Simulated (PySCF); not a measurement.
# Spinor energies of Ru³⁹⁺ (ruthenium, charge +39)

Start: [He] 2s2 2p1; 2p3/2 filled at m_j = +3/2. Calculated with PySCF 2.14 in an even-tempered Gaussian basis (17 s from 18 bohr⁻², ratio 2.4; 12 p from 24 bohr⁻², ratio 2.4; 5 d from 78 bohr⁻², ratio 2.6; 4 f from 120 bohr⁻², ratio 2.6): generalised Hartree-Fock with the X2C-1e Hamiltonian and a Gaussian nucleus; one run each with spin-orbit coupling (SO) screened by Boettger's factors, then bare. This is a chosen level, not necessarily the ground level.

| spinor shell | electrons | ε, screened SO (eV) | ε, bare SO (eV) | weight of nominal j (bare SO) | rms radius, bare SO (bohr) |
| --- | --- | --- | --- | --- | --- |
| 1s1/2 | 2 | -25515.0 | -25515.1 | 1.000 | 0.0381 |
| 2s1/2 | 2 | -5962.3 | -5962.3 | 1.000 | 0.148 |
| 2p3/2 | 1 | -5722.2 | -5720.0 | 1.000 | 0.130 |

```csv
quantity,screened SO,bare SO
E (hartree),-2627.32378,-2627.24318
M_J,3/2,3/2
⟨J²⟩,3.750,3.750
⟨L²⟩,2.000,2.000
⟨S²⟩,0.750,0.750
```

Each row is a mean over spinors that exchange with the open shell spreads, by up to 35.785 eV (2s1/2).

Breit and QED terms are absent; they matter most for the inner s and p1/2 levels.

Densities and radii are taken from the X2C orbitals without a picture-change correction, which distorts them close to the nucleus.
